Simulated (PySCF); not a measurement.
State search for CsSb⁺

Unrestricted PBE0; Cs def2-SVPD with ECP46, Sb def2-SVPD with ECP28; scalar-relativistic core potentials (PySCF 2.14). Outer shells of the fragments: Cs+ closed shells only; Sb 4d10 5s2 5p3.

Followed along the bond (rough minima from three points):

```tsv
2Ms+1	unpaired	⟨S²⟩ at the start	R at minimum (Å)	Te (eV)
4	σ ↑, π ↑↑	3.75	4.25	0.00
2	σ ↓, π ↑↑	1.76	4.26	0.64
2	σ ↑, π ↑↓	1.76	4.25	0.66
2	π ↑	0.75	4.14	1.31
```

Solutions found at the starting distance of 3.670 Å, counted from the lowest of them; the search is not exhaustive and high or unbound solutions are not listed, so other states can lie among these:

```json
{"2Ms+1": "4", "unpaired": "σ ↑, π ↑↑", "term": "⁴Σ⁻", "E (eV)": "0.00", "⟨S²⟩": "3.75", "⟨Lz²⟩": "0.00", "μ (D)": "-6.28"}
{"2Ms+1": "2", "unpaired": "σ ↓, π ↑↑", "term": "mixed", "E (eV)": "0.65", "⟨S²⟩": "1.76", "⟨Lz²⟩": "0.00", "μ (D)": "-6.21"}
{"2Ms+1": "2", "unpaired": "σ ↑, π ↑↓", "term": "mixed", "E (eV)": "0.66", "⟨S²⟩": "1.76", "⟨Lz²⟩": "2.01", "μ (D)": "-6.22"}
{"2Ms+1": "2", "unpaired": "π ↑", "term": "²Π", "E (eV)": "1.34", "⟨S²⟩": "0.75", "⟨Lz²⟩": "1.00", "μ (D)": "-5.59"}
{"2Ms+1": "2", "unpaired": "σ ↑", "term": "mixed", "E (eV)": "1.64", "⟨S²⟩": "0.75", "⟨Lz²⟩": "2.00", "μ (D)": "-6.11"}
{"2Ms+1": "2", "unpaired": "π ↑", "term": "²Π", "E (eV)": "1.91", "⟨S²⟩": "0.75", "⟨Lz²⟩": "1.01", "μ (D)": "-6.56"}
{"2Ms+1": "4", "unpaired": "σ ↑↑, π ↑", "term": "⁴Π", "E (eV)": "5.63", "⟨S²⟩": "3.75", "⟨Lz²⟩": "1.01", "μ (D)": "3.30"}
{"2Ms+1": "4", "unpaired": "σ ↑, π ↑↑", "term": "mixed", "E (eV)": "6.54", "⟨S²⟩": "3.75", "⟨Lz²⟩": "2.01", "μ (D)": "0.01"}
{"2Ms+1": "4", "unpaired": "π ↑↑↑", "term": "⁴Π", "E (eV)": "6.64", "⟨S²⟩": "3.75", "⟨Lz²⟩": "1.00", "μ (D)": "-0.07"}
{"2Ms+1": "4", "unpaired": "π ↑↑, δ ↑", "term": "⁴Δ", "E (eV)": "7.31", "⟨S²⟩": "3.75", "⟨Lz²⟩": "4.00", "μ (D)": "2.23"}
```

A term symbol is given only where ⟨S²⟩ and ⟨Lz²⟩ are close to those of a pure state; real π, δ and φ orbitals otherwise mix terms. A positive dipole points towards Sb; it is taken about the centre of mass and depends on that origin.

Spin–orbit coupling is left out.
